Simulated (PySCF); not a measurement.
Gas-phase equilibrium of 1 mol SO₂, 9.2 mol O₂ at 800 K and 10.0 bar, among 11 species (S₂O, SO₂, O₂, O, S₂, S₆, O₃, SO, S₈, S, SO₃). Only gases are allowed; each row takes one source of thermochemistry for all species, and Cantera finds the minimum.

Energies from PySCF, thermal terms from the rigid-rotor harmonic-oscillator model, ideal gas at 1 bar. † marks an energy on the PBE0/def2-TZVP geometry and frequencies. Open shells (unrestricted) among the columns below: O₂ (multiplicity 3), O (multiplicity 3, electronic degeneracy 9), SO (multiplicity 3); the rest are closed-shell singlets. Spin-orbit splitting is ignored; it lowers the true energy and changes the entropy of O. B3LYP is the form with VWN-RPA correlation. The harmonic model lacks anharmonicity and excited electronic states, which grow with temperature; levels with a mode under 35 cm⁻¹ are left out.

Molecules larger than those listed are left out.

With B3LYP/def2-TZVP† thermochemistry: O₂ 0.90, SO₃ 0.086, SO₂ 0.016, O <1e-12, SO <1e-12.

Problem. How far does the composition move with the other sources (BLYP/def2-TZVP†, HF/def2-TZVP†, PBE/def2-TZVP†, ωB97X-V/def2-TZVP†)?

Solution. 
```json
[
 {"thermochemistry": "B3LYP/def2-TZVP†", "x O₂": "0.90", "x SO₃": "0.086", "x SO₂": "0.016", "x O": "<1e-12", "x SO": "<1e-12"},
 {"thermochemistry": "BLYP/def2-TZVP†", "x O₂": "0.90", "x SO₃": "0.049", "x SO₂": "0.052", "x O": "<1e-12", "x SO": "<1e-12"},
 {"thermochemistry": "HF/def2-TZVP†", "x O₂": "0.88", "x SO₃": "0.025", "x SO₂": "0.073", "x O": "0.018", "x SO": "1.6e-7"},
 {"thermochemistry": "PBE/def2-TZVP†", "x O₂": "0.90", "x SO₃": "0.10", "x SO₂": "0.0026", "x O": "<1e-12", "x SO": "<1e-12"},
 {"thermochemistry": "ωB97X-V/def2-TZVP†", "x O₂": "0.90", "x SO₃": "0.10", "x SO₂": "0.0024", "x O": "<1e-12", "x SO": "<1e-12"}
]
```
The most sensitive of these is O: it spans a factor of 10^10.2 over these rows; at this temperature one factor of ten is RT ln 10 = 15 kJ/mol.
